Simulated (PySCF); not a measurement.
**Computed properties of B(F)(Br)(OH) (BBrFHO), SMILES OB(F)Br**

BBrFHO, SMILES OB(F)Br. Geometry optimised at ωB97X-D3(BJ)/def2-SVP. The values are those of a single conformer. All values are computed for the isolated molecule unless a solvent is named; none is compared with measurement here.

**Structure.** The optimised structure has Cs symmetry. All 9 harmonic modes at ωB97X-D3(BJ)/def2-SVP (PySCF) are real, so it is a minimum. With heavy atoms numbered as in [B:1]([F:2])([Br:3])[OH:4], the shortest bond between them is B1–F2 at 1.332 Å and the longest B1–Br3 at 1.912 Å.

**Vibrations.** The strongest infrared lines (harmonic, unscaled, degenerate partners summed) lie at 1268 cm⁻¹ (406 km/mol, B 64 %, H 15 %, F 13 %), 1476 cm⁻¹ (380 km/mol, B 72 %, O 20 %), 621 cm⁻¹ (141 km/mol, B 51 %, H 29 %, O 14 %). The softest mode is at 302 cm⁻¹ and the zero-point energy is 14.3 kcal/mol.

**Electronic structure.** PBE0/def2-TZVPD (PySCF) places the frontier levels at -8.68 and -0.41 eV, a gap of 8.27 eV, and gives a dipole moment of 1.88 D and a mean polarisability of 40.0 bohr³.

**Excitations.** TDDFT-ωB97X/def2-SVPD (PySCF) has S1 at 7.53 eV (165 nm, f = 0.000, dark); the most intense of the 10 singlets computed lies at 8.18 eV (f = 0.13). T1 (TDA) is at 7.36 eV. No vertical singlet excitation falls in the visible range (under 3.1 eV).

**NMR.** GIAO shifts at B3LYP/pcSseg-2 (PySCF) (non-relativistic, atoms alike by connectivity averaged): ¹H at 4.6 ppm against TMS; ¹⁹F at -79.2 ppm against CFCl3; ¹¹B at 19.7 ppm against BF3. Without spin–orbit terms, shifts of atoms bonded to Cl or Br come out too high.
